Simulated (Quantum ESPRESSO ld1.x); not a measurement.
Question: All-electron atom: Os+ in [Xe] 4f14 5d6 5f1 (not the ground configuration). Calculated with ld1.x of Quantum ESPRESSO 7.5: Dirac Kohn-Sham, PBE, spin-unpolarised, spherical densities, point nucleus; open shells fill j = l - 1/2 first. Some entries of the table are withheld. Estimate them.

orbital,occ.,eigenvalue (hartree),<1/r> (bohr^-1),<r^2> (bohr^2)
1s1/2,2,-2711.4854,90.52,0.0004332
2s1/2,2,-472.2710,22.11,0.006582
2p1/2,2,-452.1110,22.06,0.004684
2p3/2,4,-395.8318,18.31,0.005880
3s1/2,2,-110.2643,8.115,0.04288
3p1/2,2,-101.2624,8.027,(1)
3p3/2,4,-88.9893,7.055,(2)
3d3/2,4,-73.9416,6.951,0.03533
3d5/2,6,-71.2837,6.724,0.03711
4s1/2,2,-23.6490,3.419,0.2106
4p1/2,2,-19.8738,3.308,0.2163
4p3/2,4,-16.9911,2.970,0.2505
4d3/2,4,(3),2.760,0.2696
4d5/2,6,(4),2.680,0.2823
5s1/2,2,-3.8403,1.348,1.140
5p1/2,2,-2.6792,1.218,1.371
4f5/2,6,-2.4438,2.257,0.3768
4f7/2,8,-2.3407,2.225,0.3884
5p3/2,4,-2.2310,1.098,1.632
5d3/2,4,-0.7267,0.7790,3.292
5d5/2,2,-0.6850,0.7514,3.525
5f5/2,1,-0.0917,0.1361,79.46
5f7/2,0,-0.0916,0.1360,79.52

Answer: 
(1) 3p1/2 <r^2> (bohr^2): 0.03926
(2) 3p3/2 <r^2> (bohr^2): 0.04577
(3) 4d3/2 eigenvalue (hartree): -10.8048
(4) 4d5/2 eigenvalue (hartree): -10.2710
